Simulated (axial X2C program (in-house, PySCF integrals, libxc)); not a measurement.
## What spin–orbit coupling does to AsI

Calculated with an in-house relativistic program for diatomic molecules. Spin-free means the one-electron spin-free X2C Hamiltonian; two-component (2c) means X2C with spin–orbit coupling and atomic mean-field two-electron Coulomb and Gaunt terms, so the difference of the two also holds small scalar two-electron terms. Basis: I dyall-cv3z [11s12p8d4f1g], As dyall-cv3z [9s9p6d4f1g] (cores contracted in-house); Gaussian nuclei, density fitting, unrestricted open shells. Masses: I 126.904 u, As 74.922 u.

Spin-free state: M_S = 1, Λ = 0 (beyond evenly filled blocks: π+α, π-α); fragments I + As.

```
level  Re (Å)  ωe (cm⁻¹)  De (eV)  μ (D)
 PBE0   2.488      260.3    2.446   0.66
 BP86   2.511      249.4    2.669   0.44
```

Dipoles are positive if As is the positive end.

Two-component determinant lowest at the distance of the search:

Ω = 1 (⟨Sz⟩ = 1.00, ⟨Lz⟩ = 0.00 at PBE0); fragments I + As.

```csv
level,Re (Å),ωe (cm⁻¹),De (eV),μ (D)
PBE0,2.493,257.2,2.190,0.61
BP86,2.517,245.9,2.393,0.40
```

Question: From the two tables, how do the constants change at the PBE0 level (2c against spin-free)?

Answer: At the PBE0 level Re rises by 0.005 Å and ωe drops by 3.1 cm⁻¹; De changes by -0.256 eV.

Occupations by symmetry block were frozen at the best pattern of an incomplete PBE0 search. De is counted from the lowest determinant-based energies of the atoms at the same level, without counterpoise correction. Density functionals use the spin component along the axis (collinear). Other states lie close and PBE0, whose exact exchange favours high spin, may order them wrongly; the determinant shown need not be the ground state. The nearest other spin-free determinant of the search, M_S = 0, Λ = 2, lies 0.84 eV up at the distance of the search. The functionals have no current-density term, which raises determinants with orbital currents, atoms included. With several unpaired electrons one determinant need not be a pure state. Open-shell Ω = 0 determinants with evenly filled partner blocks cannot be reached by this program, so the Ω shown need not be the lowest component. This is the Ω = 1 component of a π² triplet; the 0⁺ component is not one determinant and can lie lowest.
